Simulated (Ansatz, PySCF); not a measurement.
C3H4BNO2, SMILES OB(C=O)CC#N. Atoms are numbered in the order given.

```xyz
11

N      2.7173     0.9878    -0.4262
C      1.9907     0.0872    -0.3644
C      1.0275    -1.0030    -0.2690
B     -0.4312    -0.5431     0.1503
O     -1.4042    -1.4540     0.2670
C     -0.9090     0.9722     0.4708
O     -2.0792     1.1224     0.7783
H      0.9672    -1.5334    -1.2364
H      1.3845    -1.7535     0.4592
H     -2.2275    -0.9937     0.5309
H     -0.2259     1.8560     0.4215
```
Charge 0, spin multiplicity 1.

Geometry: B3LYP-D3(BJ)/def2-SVP. This is a generated structure with no PubChem entry under its InChIKey; it may be hypothetical. The values are those of a single conformer.

Two levels are set side by side: PBE-D3(BJ)/def2-SVP (Ansatz, an electronic-structure program) and B3LYP-D3(BJ)/def2-SVP (Ansatz). Each level has its own optimised geometry; the coordinates shown are those of the second. Frequencies come from the Hessian of PySCF at each geometry. Differences are taken from unrounded values.

```tsv
quantity	B3LYP-D3(BJ)
mean bond length (Å)	1.269
bond N1–C2 (Å)	1.159
bond C2–C3 (Å)	1.458
bond C3–B4 (Å)	1.586
bond B4–O5 (Å)	1.338
bond B4–C6 (Å)	1.621
bond C6–O7 (Å)	1.219
bond C3–H8 (Å)	1.105
bond C3–H9 (Å)	1.105
bond O5–H10 (Å)	0.979
bond C6–H11 (Å)	1.118
highest harmonic wavenumber (cm⁻¹)	3626
mean harmonic wavenumber (cm⁻¹)	1208
zero-point energy (kcal/mol)	46.65
```

Question: What does PBE-D3(BJ) give, and how far is it from B3LYP-D3(BJ)? (The exact figures need the calculation; the answer reports its results.)

Answer: 
| quantity | PBE-D3(BJ) | PBE-D3(BJ) minus B3LYP-D3(BJ) |
|---|---|---|
| mean bond length (Å) | 1.277 | 0.008 |
| bond N1–C2 (Å) | 1.172 | 0.013 |
| bond C2–C3 (Å) | 1.457 | -0.001 |
| bond C3–B4 (Å) | 1.589 | 0.003 |
| bond B4–O5 (Å) | 1.346 | 0.008 |
| bond B4–C6 (Å) | 1.627 | 0.006 |
| bond C6–O7 (Å) | 1.230 | 0.011 |
| bond C3–H8 (Å) | 1.113 | 0.008 |
| bond C3–H9 (Å) | 1.113 | 0.008 |
| bond O5–H10 (Å) | 0.995 | 0.015 |
| bond C6–H11 (Å) | 1.128 | 0.010 |
| highest harmonic wavenumber (cm⁻¹) | 3402 | -223 |
| mean harmonic wavenumber (cm⁻¹) | 1172 | -36 |
| zero-point energy (kcal/mol) | 45.25 | -1.39 |

GGA bonds tend to be longer and softer than those of functionals with exact exchange. Differences between two approximate levels are no errors against the true value.
